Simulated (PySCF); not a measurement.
Point-charge models of `FC(F)=C(F)C(F)(F)C(F)(F)F` against its computed dipole.

Coordinates (PBE0-D3(BJ)/def2-SVP, Å) and charges (e) from the PBE0/pcSseg-1 density (PySCF):

```json
{"atom": "F1", "x": "-3.114", "y": "-0.053", "z": "-0.337", "Mulliken": "-0.2094", "IAO": "-0.2127", "Hirshfeld": "-0.0417", "ESP-fitted": "-0.1199"}
{"atom": "C2", "x": "-1.956", "y": "0.353", "z": "0.094", "Mulliken": "+0.6068", "IAO": "+0.5511", "Hirshfeld": "+0.1677", "ESP-fitted": "+0.4194"}
{"atom": "F3", "x": "-1.984", "y": "1.587", "z": "0.498", "Mulliken": "-0.1986", "IAO": "-0.2101", "Hirshfeld": "-0.0396", "ESP-fitted": "-0.1193"}
{"atom": "C4", "x": "-0.878", "y": "-0.436", "z": "0.106", "Mulliken": "+0.0313", "IAO": "+0.1250", "Hirshfeld": "-0.0014", "ESP-fitted": "-0.0371"}
{"atom": "F5", "x": "-0.977", "y": "-1.680", "z": "-0.351", "Mulliken": "-0.2416", "IAO": "-0.2389", "Hirshfeld": "-0.0677", "ESP-fitted": "-0.1105"}
{"atom": "C6", "x": "0.494", "y": "-0.068", "z": "0.583", "Mulliken": "+0.4666", "IAO": "+0.5199", "Hirshfeld": "+0.1454", "ESP-fitted": "+0.1491"}
{"atom": "F7", "x": "0.929", "y": "-0.999", "z": "1.449", "Mulliken": "-0.2668", "IAO": "-0.2699", "Hirshfeld": "-0.0841", "ESP-fitted": "-0.1044"}
{"atom": "F8", "x": "0.481", "y": "1.124", "z": "1.196", "Mulliken": "-0.2631", "IAO": "-0.2673", "Hirshfeld": "-0.0749", "ESP-fitted": "-0.1155"}
{"atom": "C9", "x": "1.535", "y": "0.014", "z": "-0.558", "Mulliken": "+0.8166", "IAO": "+0.7887", "Hirshfeld": "+0.2347", "ESP-fitted": "+0.4540"}
{"atom": "F10", "x": "2.716", "y": "0.364", "z": "-0.074", "Mulliken": "-0.2442", "IAO": "-0.2563", "Hirshfeld": "-0.0773", "ESP-fitted": "-0.1304"}
{"atom": "F11", "x": "1.649", "y": "-1.157", "z": "-1.167", "Mulliken": "-0.2446", "IAO": "-0.2608", "Hirshfeld": "-0.0777", "ESP-fitted": "-0.1303"}
{"atom": "F12", "x": "1.145", "y": "0.922", "z": "-1.444", "Mulliken": "-0.2530", "IAO": "-0.2687", "Hirshfeld": "-0.0839", "ESP-fitted": "-0.1551"}
```

Task: Compute μ = Σ q r for each scheme (1 e·Å = 4.803 D) and compare with the dipole of the full density.

Result: The full density gives (-0.96, 0.48, -0.07) D, 1.07 D in size; dipole vectors point from the negative to the positive end.

| scheme | μx | μy | μz | size (D) | share of the full size (%) | angle to the full dipole (°) |
| --- | --- | --- | --- | --- | --- | --- |
| Mulliken | -0.86 | 1.03 | -0.48 | 1.42 | 132 | 28 |
| IAO | -1.06 | 0.60 | -0.10 | 1.22 | 113 | 3 |
| Hirshfeld | -0.81 | 0.43 | -0.03 | 0.92 | 85 | 3 |
| ESP-fitted | -0.95 | 0.47 | -0.07 | 1.06 | 99 | 0 |

Task: Which set comes closest?

Result: Length of the difference vector: ESP-fitted 0.01 D, IAO 0.16 D, Hirshfeld 0.16 D, Mulliken 0.69 D. Closest: ESP-fitted. 

Task: What is left for the Hirshfeld atoms' own dipoles?

Result: The Hirshfeld atoms' densities add up to the full density, so μ = Σ q r + Σ (atomic dipoles). The atomic dipoles sum to (-0.96, 0.48, -0.07) − (-0.81, 0.43, -0.03) = (-0.15, 0.05, -0.04) D, 0.16 D in size.

Task: With the origin at the mean of the coordinates, (0.003, -0.003, 0.000) Å, which are the largest single terms, by size, of the Mulliken dipole along the direction of the full one?

Result: C2 +5.54, C9 -5.19, F1 -2.80, F10 +2.64, F3 -2.34 D; all 12 atoms together +1.25 D. The single terms depend on the origin, their sum doesn't.

Task: Give the size of the full dipole in other units.

Result: 1.07 D = 0.423 au = 0.224 e·Å = 3.58 × 10⁻³⁰ C·m.

One conformer (not necessarily the lowest) at the PBE0-D3(BJ)/def2-SVP geometry, without solvent, vibrations or thermal averaging.

The run behind these numbers computed NMR shieldings as well. Time: 29 s wall, 71 s CPU (with the writing of density and orbital grids); peak memory 1.6 GiB. Hardware: 2 threads, Intel Xeon Platinum 8488C (x86_64), shared host with 96 logical CPUs at a one-minute load of 55.

Conformer computed: `[F:1][C:2]([F:3])=[C:4]([F:5])[C:6]([F:7])([F:8])[C:9]([F:10])([F:11])[F:12]`: C2–C4–C6–F7 129°, C4–C6–C9–F10 179°.
